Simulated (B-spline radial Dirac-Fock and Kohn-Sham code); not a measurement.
**Binding energies of Sn⁺ at several levels of theory**

System: Sn⁺ in the configuration [Kr] 4d10 5s2 5p1.

The density-functional columns are spherical, spin-unpolarised Dirac-Kohn-Sham results without Breit or QED terms: −ε is minus the orbital energy of the initial state and ΔSCF the difference of two total energies. The reference in the last column comes from Dirac-Fock (average of configuration) total-energy differences with a finite nucleus, the Breit interaction including its frequency dependence, and self-energy and vacuum-polarisation corrections. All numbers are from a B-spline atomic structure program, in eV; a selection of levels is shown. For the 1s level of heavy atoms much of the gap between ΔSCF and the reference is the Breit and QED part, -95.9 eV here; for other levels the error of the functional can be larger.

| level | PBE −ε | PBE ΔSCF | LDA −ε | LDA ΔSCF | Dirac-Fock |
| --- | --- | --- | --- | --- | --- |
| K | 29001.4 | 29338.0 | 28967.3 | 29303.0 | 29216.4 |
| L1 | 4383.7 | 4442.4 | 4379.6 | 4438.5 | 4488.7 |
| L2 | 4095.4 | 4168.8 | 4093.9 | 4167.4 | 4174.4 |
| L3 | 3864.7 | 3933.7 | 3863.6 | 3932.7 | 3946.9 |
| M1 | 852.4 | 872.3 | 851.2 | 871.1 | 904.7 |
| M2 | 735.3 | 755.8 | 734.9 | 755.4 | 776.8 |
| M3 | 693.2 | 712.9 | 692.8 | 712.7 | 734.3 |
| M4 | 486.1 | 508.0 | 486.5 | 508.4 | 510.5 |
| M5 | 477.4 | 499.1 | 477.8 | 499.4 | 502.1 |
| N1 | 141.8 | 151.1 | 141.6 | 150.9 | 163.2 |
| N2 | 102.9 | 111.8 | 102.9 | 111.8 | 119.0 |
| N3 | 95.30 | 104.1 | 95.21 | 104.0 | 111.4 |
| N4 | 34.42 | 42.21 | 34.55 | 42.36 | 41.03 |
| N5 | 33.37 | 41.11 | 33.50 | 41.24 | 40.01 |
| O1 | 17.80 | 22.32 | 18.15 | 22.72 | 20.43 |
| O2,3 | 10.27 | 13.97 | 10.53 | 14.28 | 13.64 |

Question: Order the estimates of the K (1s) level by their distance from the Dirac-Fock value, nearest first.
A. PBE ΔSCF
B. LDA −ε
C. LDA ΔSCF
D. PBE −ε

Answer: C (86.5 eV), A (121.6 eV), D (215.1 eV), B (249.1 eV).

Values without a named source are computed, but for edge energies of neutral atoms, which are taken from tables.
